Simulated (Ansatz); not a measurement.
[closo-B5H5]2- (B5H5²⁻) was relaxed with PBE0-D4 (def2-SVPD) in Ansatz in these states: charge -1 doublet, charge -2 singlet. The geometries follow in no particular order.

A multiply charged anion in the gas phase is held together partly by the finite basis. Removing one electron lowers the energy by 2.60 eV at PBE0-D4/def2-TZVPD, so it isn't bound.

A:

```csv
atom,x (Å),y (Å),z (Å)
B1,0.0820,-0.7430,-0.7563
B2,-0.8808,-0.0372,0.5163
B3,-0.4744,0.8375,-0.9104
B4,0.6194,-0.8196,0.8365
B5,0.6745,0.7681,0.3064
H6,0.2706,-1.5511,-1.6405
H7,-1.9244,-0.0733,1.1352
H8,-0.9784,1.5869,-1.7050
H9,1.1103,-1.5780,1.6308
H10,1.5012,1.6097,0.5869
```

B:

Cartesian coordinates in Å:
```
B 0.976 -0.389 -0.061
B -0.188 0.860 0.578
B -0.236 -0.758 1.049
B 0.236 0.757 -1.049
B -0.788 -0.470 -0.517
H 2.120 -0.846 -0.134
H -0.408 1.867 1.256
H -0.456 -1.463 2.025
H 0.457 1.462 -2.026
H -1.712 -1.021 -1.122
```

**Question.** Judge from the bond lengths which geometry belongs to which state (an estimate).

**Answer.** A is the charge -1 doublet (B1–B5 1.940 Å, B1–B2 1.745 Å, B2–B5 1.764 Å); B is the charge -2 singlet (B1–B5 1.824 Å, B1–B2 1.823 Å, B2–B5 1.824 Å).

At PBE0-D4/def2-SVPD the highest occupied level of the charge -2 singlet lies above zero (up to 4.29 eV). By energy differences it is unbound by 2.60 eV (vertical, against the charge -1 doublet, at PBE0-D4/def2-TZVPD) and held by the finite basis.
